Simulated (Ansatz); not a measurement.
CH6ClInSi (SMILES [CH3][In]([SiH3])[Cl]): the energy, rung by rung

CH6ClInSi: 10 atoms, total charge 0, spin state singlet. As SMILES, `[CH3][In]([SiH3])[Cl]`. The shape is that of a PBE0-D4/def2-TZVP optimisation.

| atom | x (Å) | y (Å) | z (Å) |
| --- | --- | --- | --- |
| C | -0.9497 | 1.8137 | -0.7935 |
| In | -0.4347 | -0.2069 | -0.3078 |
| Si | 1.3613 | -1.4333 | 1.0520 |
| Cl | -1.9572 | -1.7142 | -1.3098 |
| H | -0.1114 | 2.3077 | -1.2873 |
| H | -1.1877 | 2.3675 | 0.1163 |
| H | -1.8149 | 1.8093 | -1.4553 |
| H | 1.2011 | -2.9048 | 0.9394 |
| H | 1.2617 | -1.0396 | 2.4844 |
| H | 2.7148 | -1.0505 | 0.5646 |

Each level gives the energy change with the In2–Cl4 bond stretched from 2.365 to 5.203 Å (eV). The values are calculated.

| level | kind | program | value (eV) | CPU time (all runs) |
| --- | --- | --- | --- | --- |
| HF/def2-SVP (core potential) (restricted) | Hartree–Fock | Ansatz | 4.72 | 13 s |
| BLYP/def2-SVP (core potential) (restricted) | GGA | Ansatz | 3.43 | 14 s |
| revPBE/def2-SVP (core potential) (restricted) | GGA | Ansatz | 3.50 | 13 s |
| PBE0/def2-SVP (core potential) (restricted) | global hybrid | Ansatz | 4.18 | 29 s |
| CAM-B3LYP/def2-SVP (core potential) (restricted) | range-separated hybrid | Ansatz | 4.52 | 19 s |
| MP2/def2-SVP (core potential) (restricted) | perturbation theory | Ansatz | 4.96 | 12 s |
| CCSD(T)/def2-SVP (core potential) (restricted) | coupled cluster or CI | Ansatz | 3.29 | 5.8 min |
| CCSD/def2-SVP (core potential) (restricted) | coupled cluster or CI | Ansatz | 4.62 | 72 s |

The first shape isn't each level's own minimum. The values span 3.29 to 4.96 eV. The coupled-cluster rows rest on a doubtful reference here (large T1 or Brueckner and Hartree–Fock orbitals at odds), and rows may lie in different states. In the correlated wave-function rows the outer d shell of In is correlated, in sets not made for it. CPU times are rough (shared hosts, several kinds of processor and program).
